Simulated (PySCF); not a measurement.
Si(H)2(Cl)(NH2) (ClH₄NSi), SMILES N[SiH2]Cl.

Coordinates come from a ωB97X-D3(BJ)/def2-TZVP optimisation. The values are those of a single conformer.

Method: PySCF with TDA-CAM-B3LYP/def2-SVPD.

Vertical excitations. The molecule is in vacuum. State labels are in the subgroup Cs.

| state | symmetry | energy (eV) | λ (nm) | f | main pairs |
|---|---|---|---|---|---|
| S1 | A' | 6.94 | 179 | 0.047 | HOMO→LUMO 93 % |
| S2 | A" | 7.91 | 157 | 0.001 | HOMO−1→LUMO 73 %, HOMO−1→LUMO+1 19 % |
| S3 | A' | 8.09 | 153 | 0.076 | HOMO→LUMO+1 88 % |
| S4 | A" | 8.22 | 151 | 0.038 | HOMO−1→LUMO+1 70 %, HOMO−1→LUMO 16 % |
| S5 | A' | 8.45 | 147 | 0.065 | HOMO→LUMO+2 33 %, HOMO−2→LUMO 32 %, HOMO→LUMO+3 20 %, HOMO−2→LUMO+1 6 % |
| S6 | A" | 8.52 | 146 | 0.001 | HOMO→LUMO+4 64 %, HOMO→LUMO+8 17 %, HOMO→LUMO+5 13 % |
| S7 | A' | 8.53 | 145 | 0.009 | HOMO−2→LUMO+1 31 %, HOMO−2→LUMO 27 %, HOMO→LUMO+3 23 %, HOMO→LUMO+2 12 % |
| S8 | A' | 8.70 | 142 | 0.003 | HOMO→LUMO+2 37 %, HOMO→LUMO+3 28 %, HOMO→LUMO+6 11 %, HOMO−2→LUMO 9 % |
| S9 | A" | 8.77 | 141 | 0.001 | HOMO−1→LUMO+2 79 % |
| S10 | A" | 8.82 | 141 | 0.001 | HOMO→LUMO+5 79 % |
| T1 | A' | 6.51 | 190 | 0 | HOMO→LUMO 86 % |
| T2 | A' | 7.33 | 169 | 0 | HOMO→LUMO+1 83 % |
| T3 | A" | 7.63 | 163 | 0 | HOMO−1→LUMO 48 %, HOMO−1→LUMO+1 39 % |
| T4 | A" | 7.74 | 160 | 0 | HOMO−1→LUMO+1 47 %, HOMO−1→LUMO 28 %, HOMO−1→LUMO+3 8 % |
Triplets are in the Tamm–Dancoff approximation.
